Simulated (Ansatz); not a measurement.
Reaction (SMILES): COB(O)O [methoxyboronic acid] + 2 B (BH3) + O (H2O) -> 3 BO (H3BO) [borinic acid] + CO (CH4O) [methanol]
Structures are relaxed separately at B3LYP-D3(BJ)/def2-TZVP in Ansatz (a program for electronic structure), one conformer each, not searched for the lowest.
Geometry of the first species:
SMILES: COB(O)O
```xyz
10

C      1.5112    -0.2567     1.1330
O      0.8895     0.3703     0.0153
B     -0.4006     0.0815    -0.3171
O     -0.9788     0.6980    -1.3984
O     -1.1250    -0.8187     0.4185
H      0.9774    -0.0274     2.0570
H      2.5273     0.1286     1.1975
H      1.5420    -1.3404     1.0063
H     -0.3778     1.3077    -1.8373
H     -2.0185    -0.9328     0.0809
```
Charge 0, spin multiplicity 1.

Wanted: bond separation energy (electronic energy difference), in kcal/mol. Correlated levels leave the core frozen unless marked. Spin-orbit coupling is left out. No relativistic terms. CBS(X,Y): correlation extrapolated as X^-3; Hartree-Fock from the larger set.

```json
[
 {"level": "HF/cc-pVDZ", "program": "Ansatz", "bond separation energy (kcal/mol)": "-4.1"}
]
```

Problem. Estimate the value at CCSD(T)/CBS(cc-pVTZ,cc-pVQZ) as computed with Ansatz.

Solution. -7.9 kcal/mol
